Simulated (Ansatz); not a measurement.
Si2N2H6, closed shell: a pair in one relaxed arrangement.

The input file, in.yaml:

```yaml
crystal:
  periodic: [false, false, false]
  atoms:
    - {symbol: N, position_ang: [0.382830, 0.174607, -3.687349]}
    - {symbol: N, position_ang: [0.420573, -0.454929, -2.799010]}
    - {symbol: Si, position_ang: [-0.986774, -0.697544, 0.592437]}
    - {symbol: Si, position_ang: [0.788209, 0.763997, 1.021645]}
    - {symbol: H, position_ang: [-1.867867, -0.145247, -0.471311]}
    - {symbol: H, position_ang: [-0.478810, -2.024194, 0.153954]}
    - {symbol: H, position_ang: [-1.796286, -0.881257, 1.827519]}
    - {symbol: H, position_ang: [0.267402, 2.078980, 1.483609]}
    - {symbol: H, position_ang: [1.602273, 0.981730, -0.203873]}
    - {symbol: H, position_ang: [1.668350, 0.204059, 2.082379]}
basis:
  gaussian: {orbitals: "def2-TZVPPD.json"}
hamiltonian: {xc: hse06, dispersion: d4}
```

The basis file named in the input lies beside it (Basis Set Exchange, JSON).

Launched with

```bash
ansatz run in.yaml --threads 4 --pin off --events-out ev --progress --plain --max-ram 9574MiB
```

Output of Ansatz 0.2.0:

```
Functional definition: HSE06
  name "HSE06"
  cite "Heyd, Scuseria & Ernzerhof, J. Chem. Phys. 118, 8207 (2003) doi:10.1063/1.1564060"
  cite "Krukau, Vydrov, Izmaylov & Scuseria, J. Chem. Phys. 125, 224106 (2006) doi:10.1063/1.2404663"
  cite "Heyd & Scuseria, J. Chem. Phys. 120, 7274 (2004) doi:10.1063/1.1668634"
  cite "Ernzerhof & Perdew, J. Chem. Phys. 109, 3313 (1998) doi:10.1063/1.476928"
  cite "Perdew, Burke & Ernzerhof, Phys. Rev. Lett. 77, 3865 (1996) doi:10.1103/PhysRevLett.77.3865"
  parent pbe
  parameter a = 0.25
  parameter omega = 0.11/bohr
  # The whole range is PBE's own exchange, as in plane waves. The composition of these papers is wPBEh.
  exchange = pbe_x - a*pbe_x_sr(omega) + a*exact_x_sr(omega)
  correlation = pbe_c
1356 factors; their error is unknown
132 factors; integrals over basis functions are off by at most 1.9e-6 eV
mean field evaluation 1: about -18822.2443 eV, gradient 2.7e1 eV
mean field evaluation 2: about -18823.2143 eV, gradient 1.8e1 eV
mean field evaluation 4: about -18823.8967 eV, gradient 7.3e-1 eV
mean field evaluation 8: about -18823.9404 eV, gradient 3.2e-2 eV
mean field -18823.94037343 eV, -691.7670493984 hartree, gradient 1.4e-5 eV, S^2 0.000000; 0 other end points of the search recorded, 0 dependent functions left out
reference -18823.94042400 eV, -691.7670512567 hartree; 24, 24 occupied and 248, 248 virtual orbitals, 1356 factors
Total energy: -18824.07417638 eV, -691.7719665660 hartree
```

The run took about 2.9 s on 4 CPU threads of an Arm Neoverse V1 (shared host).
